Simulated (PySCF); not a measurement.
## Polarisability and C₆ of Pt (platinum, neutral)

[Xe] 4f14 5d8 6s2, high-spin 3F determinant (an excited configuration). All numbers are calculated (PySCF 2.14, scalar relativity through the core potential, in aug-cc-pwCVTZ-PP with ECP60MDF (8s8p7d4f3g, 122 functions)). Coupled (time-dependent) response in atomic units; α is the mean over directions.

```csv
method,mean α (bohr³),C₆ (like pair),S(−4)
HSE06,44.31,465.5,693.8
```

S(−4) is the Cauchy moment in α(ω) = α(0) + S(−4) ω² + …

Spin-orbit coupling is absent.

α(iu) at HSE06:

| u (hartree) | α(iu) (bohr³) |
| --- | --- |
| 0 | 44.31 |
| 0.0500 | 42.66 |
| 0.100 | 38.58 |
| 0.200 | 29.00 |
| 0.300 | 21.73 |
| 0.500 | 13.66 |
| 0.750 | 8.969 |
| 1.00 | 6.491 |
| 1.50 | 3.949 |
| 2.00 | 2.682 |
| 3.00 | 1.471 |
| 5.00 | 0.6302 |

A single London oscillator, α(iu) = α/(1 + u²/ω²), gives C₆ = (3/4) ω α². Matching the computed C₆ needs ω = 4 × 465.5 / (3 × 44.31²) = 0.316 hartree.

Energies and moments cover only the electrons outside the core potential. Spin-orbit coupling, absent here, splits the open shell strongly.
